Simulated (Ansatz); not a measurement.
C2H6O2Si can be A, `CO[Si]OC`, or B, `O=CC(O)[SiH3]`.

Isolated molecules relaxed with PBE0-D4/def2-TZVP in Ansatz; ΔE leaves out vibrations. CCSD(T)/CBS is the MP2 limit (def2-TZVPP, def2-QZVPP) plus CCSD(T) − MP2 in def2-TZVPP, frozen cores. Functionals use def2-TZVPP. B3LYP here is the variant with VWN-RPA as its local correlation; programs differ in this. One conformer a species, not always the lowest.

**Question.** Which is lower in electronic energy at CCSD(T)/CBS, and by how much? (An estimate is asked.)

**Answer.** Ansatz gave: A, by 39.4 kcal/mol.

**Question.** Give E(B) − E(A) in kcal/mol with HF/def2-TZVPP, PBE0-D4, BLYP-D4, B3LYP-D4, B3LYP, MP2/def2-TZVPP, LDA (SPW92). (Estimate.)

**Answer.** Computed: HF/def2-TZVPP 39.9, PBE0-D4 36.1, BLYP-D4 39.5, B3LYP-D4 40.4, B3LYP 40.2, MP2/def2-TZVPP 38.6, LDA (SPW92) 35.9. None reverses the order clearly.

**Question.** Does the order hold for the free energy at 298.15 K (harmonic terms from PBE0-D4)? (Best estimate.)

**Answer.** Computed: Yes: G(B) − G(A) = +34.9 kcal/mol, for one conformer each.

Largest T1 diagnostic: 0.015.

From r2SCAN to r2SCAN0 (25 % exact exchange), in def2-TZVPP and without D4, E(B) − E(A) moves by +1.7 kcal/mol. In def2-TZVPP, CCSD(T) changes the Hartree–Fock value by −1.3 kcal/mol (the triples alone add −1.2 kcal/mol) and MP2 by −1.2 kcal/mol.
